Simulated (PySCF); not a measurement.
SMILES [Al]([OH])([NH2])[CH]=C, B3LYP/def2-SVP optimised geometry.

```
11

Al    -0.13     0.72     0.00
C     -1.15    -0.93     0.00
C     -0.61    -2.16     0.06
H     -2.25    -0.89    -0.04
H     -1.21    -3.08     0.06
H      0.48    -2.33     0.11
O     -1.02     2.18     0.00
H     -0.70     3.08    -0.01
N      1.65     0.72     0.00
H      2.25     1.54     0.01
H      2.23    -0.11    -0.02
```

Density from B3LYP/def2-TZVP (PySCF) at that geometry.

Minimum of the electron density along straight lines between bonded atoms, close to the bond critical point (lines longer than 1.1 times the sum of covalent radii, or with two minima, are not listed):

```
bond    length / Å  ρ at the minimum / e bohr⁻³  ∇²ρ there / e bohr⁻⁵  position (fraction from the first atom)
------  ----------  ---------------------------  --------------------  ---------------------------------------
Al1–C2       1.944                        0.088                  0.27                                     0.41
C2–C3        1.344                        0.344                 -1.04                                     0.49
C2–H4        1.100                        0.273                 -0.92                                     0.64
C3–H5        1.098                        0.277                 -0.96                                     0.65
C3–H6        1.098                        0.278                 -0.97                                     0.64
Al1–O7       1.708                        0.106                  0.75                                     0.43
O7–H8        0.960                        0.356                 -2.39                                     0.80
Al1–N9       1.778                        0.101                  0.57                                     0.42
N9–H10       1.015                        0.330                 -1.54                                     0.73
N9–H11       1.016                        0.330                 -1.53                                     0.73
```
